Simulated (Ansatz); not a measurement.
Computed with B3LYP-D3(BJ)/def2-TZVP (Ansatz, a program for electronic structure). No frequencies were computed at this level.

Ansatz 0.2 input:
```yaml
crystal:
  periodic: [false, false, false]
  atoms:
    - { symbol: N, position_ang: [2.780392, 0.42752, 0.036202] }
    - { symbol: Si, position_ang: [1.189199, 0.393814, 0.312375] }
    - { symbol: C, position_ang: [-0.31592, -0.377829, -0.470551] }
    - { symbol: Si, position_ang: [-1.992677, -0.242259, 0.065613] }
    - { symbol: H, position_ang: [3.238311, -0.048474, -0.7272] }
    - { symbol: H, position_ang: [0.795006, 1.166424, 1.48239] }
    - { symbol: H, position_ang: [-0.127221, -0.97761, -1.357068] }
    - { symbol: H, position_ang: [-3.148058, -0.863773, -0.577152] }
    - { symbol: H, position_ang: [-2.419037, 0.522186, 1.235391] }
basis:
  gaussian: { orbitals: def2-tzvp }
hamiltonian:
  xc: b3lyp
  dispersion: d3bj
relax:
  max_steps: 150
```

Output:

```
Functional definition: B3LYP
1077 factors; their error is unknown
mean field evaluation 1: about -18345.3628 eV, gradient 9.3e1 eV
mean field evaluation 2: about -18206.0236 eV, gradient 1.7e2 eV
mean field evaluation 4: about -18362.1823 eV, gradient 2.5e1 eV
mean field evaluation 8: about -18364.3091 eV, gradient 4.4e-1 eV
mean field evaluation 16: about -18364.3583 eV, gradient 3.1e-3 eV
mean field -18364.35826936 eV, -674.8777185898 hartree, gradient 1.6e-5 eV, S^2 0.000000; 0 other end points of the search recorded, 0 dependent functions left out
reference -18364.35855231 eV, -674.8777289881 hartree; 23, 23 occupied and 143, 143 virtual orbitals, 1077 factors
relax step   1: F+E_penalty+E_count = -18364.76758662 eV  Δ(F+E_penalty+E_count) = +0.000e0 eV  max|allowed force component| = 1.616e0 eV/Å  Δτ_max = 0.0000 Å  (31 SCF iters, accepted)
these checks for a lower state are left out or cut short: starts, cluster_reference, orbital_swaps, neighbouring_geometries, increment
1077 factors; their error is unknown
mean field -18364.46417424 eV, -674.8816105226 hartree, gradient 2.1e-5 eV, S^2 0.000000; 0 other end points of the search recorded, 0 dependent functions left out
reference -18364.46445386 eV, -674.8816207983 hartree; 23, 23 occupied and 143, 143 virtual orbitals, 1077 factors
relax step   2: F+E_penalty+E_count = -18364.87969078 eV  Δ(F+E_penalty+E_count) = -1.121e-1 eV  max|allowed force component| = 6.519e-1 eV/Å  Δτ_max = 0.1134 Å  (33 SCF iters, accepted)
these checks for a lower state are left out or cut short: starts, cluster_reference, orbital_swaps, neighbouring_geometries, increment
1077 factors; their error is unknown
mean field evaluation 32: about -18364.4792 eV, gradient 2.6e-3 eV
mean field -18364.47922085 eV, -674.8821634751 hartree, gradient 2.2e-5 eV, S^2 0.000000; 0 other end points of the search recorded, 0 dependent functions left out
reference -18364.47949888 eV, -674.8821736926 hartree; 23, 23 occupied and 143, 143 virtual orbitals, 1077 factors
relax step   3: F+E_penalty+E_count = -18364.89791557 eV  Δ(F+E_penalty+E_count) = -1.822e-2 eV  max|allowed force component| = 9.504e-2 eV/Å  Δτ_max = 0.0505 Å  (33 SCF iters, accepted)
these checks for a lower state are left out or cut short: starts, cluster_reference, orbital_swaps, neighbouring_geometries, increment
1077 factors; their error is unknown
mean field -18364.47971056 eV, -674.8821814718 hartree, gradient 2.2e-5 eV, S^2 0.000000; 0 other end points of the search recorded, 0 dependent functions left out
reference -18364.47998865 eV, -674.8821916912 hartree; 23, 23 occupied and 143, 143 virtual orbitals, 1077 factors
relax step   4: F+E_penalty+E_count = -18364.89850641 eV  Δ(F+E_penalty+E_count) = -5.908e-4 eV  max|allowed force component| = 3.392e-2 eV/Å  Δτ_max = 0.0079 Å  (34 SCF iters, accepted)
these checks for a lower state are left out or cut short: starts, cluster_reference, orbital_swaps, neighbouring_geometries, increment
1077 factors; their error is unknown
mean field -18364.47999096 eV, -674.8821917760 hartree, gradient 2.2e-5 eV, S^2 0.000000; 0 other end points of the search recorded, 0 dependent functions left out
reference -18364.48026888 eV, -674.8822019894 hartree; 23, 23 occupied and 143, 143 virtual orbitals, 1077 factors
relax step   5: F+E_penalty+E_count = -18364.89907749 eV  Δ(F+E_penalty+E_count) = -5.711e-4 eV  max|allowed force component| = 2.194e-2 eV/Å  Δτ_max = 0.0171 Å  (33 SCF iters, accepted)
these checks for a lower state are left out or cut short: starts, cluster_reference, orbital_swaps, neighbouring_geometries, increment
1077 factors; their error is unknown
mean field -18364.47987207 eV, -674.8821874069 hartree, gradient 2.2e-5 eV, S^2 0.000000; 0 other end points of the search recorded, 0 dependent functions left out
reference -18364.48014995 eV, -674.8821976189 hartree; 23, 23 occupied and 143, 143 virtual orbitals, 1077 factors
relax step   6: F+E_penalty+E_count = -18364.89912953 eV  Δ(F+E_penalty+E_count) = -5.204e-5 eV  max|allowed force component| = 1.785e-2 eV/Å  Δτ_max = 0.0093 Å  (33 SCF iters, accepted)
these checks for a lower state are left out or cut short: starts, cluster_reference, orbital_swaps, neighbouring_geometries, increment
1077 factors; their error is unknown
mean field -18364.47988409 eV, -674.8821878488 hartree, gradient 2.1e-5 eV, S^2 0.000000; 0 other end points of the search recorded, 0 dependent functions left out
reference -18364.48016196 eV, -674.8821980604 hartree; 23, 23 occupied and 143, 143 virtual orbitals, 1077 factors
relax step   7: F+E_penalty+E_count = -18364.89914204 eV  Δ(F+E_penalty+E_count) = -1.250e-5 eV  max|allowed force component| = 2.207e-3 eV/Å  Δτ_max = 0.0022 Å  (24 SCF iters, accepted)
1077 factors; their error is unknown
mean field evaluation 64: about -18345.2257 eV, gradient 9.4e1 eV
mean field -18364.47988409 eV, -674.8821878488 hartree, gradient 2.0e-5 eV, S^2 0.000000; 1 other end points of the search recorded, 0 dependent functions left out
reference -18364.48016196 eV, -674.8821980604 hartree; 23, 23 occupied and 143, 143 virtual orbitals, 1077 factors
Total energy: -18364.89941991 eV, -674.8976055057 hartree
Atom 0 at     2.690406     0.416456     0.039682 Å, force    -0.000385     0.001209    -0.001174 eV/Å
Atom 1 at     1.119965     0.400937     0.336801 Å, force    -0.000368    -0.000848     0.002207 eV/Å
Atom 2 at    -0.288018    -0.390869    -0.494208 Å, force    -0.000379    -0.000640    -0.000881 eV/Å
Atom 3 at    -1.898808    -0.231005     0.061871 Å, force    -0.000156     0.000669     0.000367 eV/Å
Atom 4 at     3.100545    -0.077284    -0.742315 Å, force     0.000433    -0.000821    -0.000010 eV/Å
Atom 5 at     0.667285     1.167688     1.512622 Å, force     0.000243     0.000236    -0.000097 eV/Å
Atom 6 at    -0.100178    -0.990413    -1.379457 Å, force     0.000676     0.000424    -0.000239 eV/Å
Atom 7 at    -3.061606    -0.860703    -0.589849 Å, force    -0.000061    -0.000256    -0.000001 eV/Å
Atom 8 at    -2.229597     0.565193     1.254853 Å, force    -0.000004     0.000027    -0.000172 eV/Å
Dipole moment:    -1.027271    -0.267066    -0.168026 e Å
```

Cost: roughly 60 core-seconds.
